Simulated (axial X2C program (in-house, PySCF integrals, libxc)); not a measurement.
**AlSe: properties at the nuclei**

Computed with an in-house all-electron X2C program for linear molecules (integrals from PySCF): two-component X2C with atomic mean-field Coulomb and Gaunt terms, Gaussian nuclei, basis Se dyall-cv3z, Al dyall-v3z with contracted cores.

R = 2.171 Å (near the PBE0 minimum at charge 0 of the determinant lowest at the starting distance; the state shown can have its own minimum elsewhere).

Input and command:
```json
{"zs": [34, 13], "q": 0, "bas": ["dyall-cv3z", "dyall-v3z"], "r0": 2.2, "levels": ["PBE0", "HF", "BP86", "TPSSh", "BHandHLYP"], "nst": 3}
```
```bash
python soeom.py task.json out
```

Keys: zs atomic numbers; q charge; bas basis sets; r0 starting distance in Å; levels methods; nst determinants followed.

Determinant lowest in the PBE0 search, Ω = 1/2 (⟨Sz⟩ = 0.49, ⟨Lz⟩ = 0.01 at PBE0), spin on the atoms Se 0.17, Al 0.32:

| level | Eeff magnitude (GV/cm) | Ws magnitude Se (kHz) | Ws magnitude Al (kHz) | A∥/gI Se (MHz) | qzz Se (a.u.) | A∥/gI Al (MHz) | qzz Al (a.u.) | μ (D) |
| --- | --- | --- | --- | --- | --- | --- | --- | --- |
| PBE0 | 0.281 | 0.105 | 0.117 | 99.9 | 3.24 | 502 | -0.63 | 3.46 |
| HF | 0.412 | 0.174 | 0.154 | -54.1 | 3.33 | 424 | -0.83 | 4.26 |
| BP86 | 0.217 | 0.0594 | 0.109 | 167 | 3.11 | 550 | -0.56 | 3.16 |
| TPSSh | 0.263 | 0.0974 | 0.113 | 140 | 3.11 | 547 | -0.61 | 3.37 |
| BHandHLYP | 0.23 | 0.0439 | 0.13 | 59.6 | 3.54 | 465 | -0.69 | 3.70 |

Determinant 0.75 eV from it at PBE0 and this distance, Ω = 3/2 (⟨Sz⟩ = 0.50, ⟨Lz⟩ = 1.00 at PBE0), spin on the atoms Se 0.47, Al 0.03:

| level | Eeff magnitude (GV/cm) | Ws magnitude Se (kHz) | A∥/gI Se (MHz) | qzz Se (a.u.) | A∥/gI Al (MHz) | qzz Al (a.u.) | μ (D) |
| --- | --- | --- | --- | --- | --- | --- | --- |
| PBE0 | 0.149 | 0.033 | 389 | -3.75 | 9.74 | -1.21 | -0.09 |
| HF | 0.256 | 0.0616 | 380 | -3.75 | 8.71 | -1.30 | -0.07 |
| BP86 | 0.123 | 0.0262 | 403 | -3.85 | 10.9 | -1.18 | -0.09 |
| TPSSh | 0.14 | 0.031 | 392 | -3.77 | 11.3 | -1.19 | -0.19 |
| BHandHLYP | 0.146 | 0.0316 | 403 | -3.79 | 9.53 | -1.27 | 0.09 |

Eeff is the effective electric field on the electron electric dipole moment in this Ω state and Ws the scalar–pseudoscalar constant of the nucleus named (defined with the proton number Z and per Ω); A∥ (defined per Ω) follows by multiplying with gI = μI/(I μN); qzz is the electric field gradient, eQq0 = 234.96 MHz × Q/barn × qzz; μ is positive if the Al end (last atom) is positive. The operators were transformed with the bare-nucleus X2C matrices; with these basis sets, hyperfine constants and field gradients can be off by tens of per cent, and where levels differ in sign neither size nor sign is settled.

Problem. With gI(27Al) = 1.4566, Q(27Al) = 0.1466 barn (g factors from the IAEA table of nuclear moments by Stone; Q from Pyykkö, Mol. Phys. 2018), turn the PBE0 values of the first state into constants in MHz.

Solution. A∥(27Al) = 502 × 1.4566 = 731 MHz; eQq0(27Al) = 234.96 × (0.1466) × (-0.63) = -21.7 MHz.

Each state is one determinant with collinear spin. Unrestricted Hartree–Fock can overshoot spin polarisation at the nuclei. Where Eeff spreads by more than a factor of two the levels disagree and none is to be relied on. The search compared states at one distance, so a state with another bond length can lie lower. Where a field gradient or hyperfine factor spreads by more than a factor of two over the levels, a constant derived from it is not to be relied on. PBE0 term energies can be off by some tenths of an eV.
